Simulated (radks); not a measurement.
Question: O+, 7 electrons, occupied as [He] 2s0.5 2p4.5 (fractional occupations, a model configuration). Calculated with a radial shooting solver on a logarithmic mesh with Libxc functionals: scalar-relativistic Kohn-Sham, SCAN, spin-polarised, spherical densities, finite nucleus; open shells are filled with parallel spins first; meta-GGA in the generalised Kohn-Sham scheme; Fermi nuclear charge, rms radius 2.6991 fm. Some entries of the table are withheld. Estimate them.

orbital  occ.  eigenvalue (hartree)  r(max) (bohr)  <1/r> (bohr^-1)
1s up       1             -19.85141         0.1291              (1)
1s down     1             -19.78055         0.1290              (2)
2s up     0.5              -1.60214         0.8490            1.358
2p up       3              -0.99702         0.7806            1.227
2p down   1.5              -0.80318         0.8041            1.162

Answer: 
(1) 1s up <1/r> (bohr^-1): 7.635
(2) 1s down <1/r> (bohr^-1): 7.648
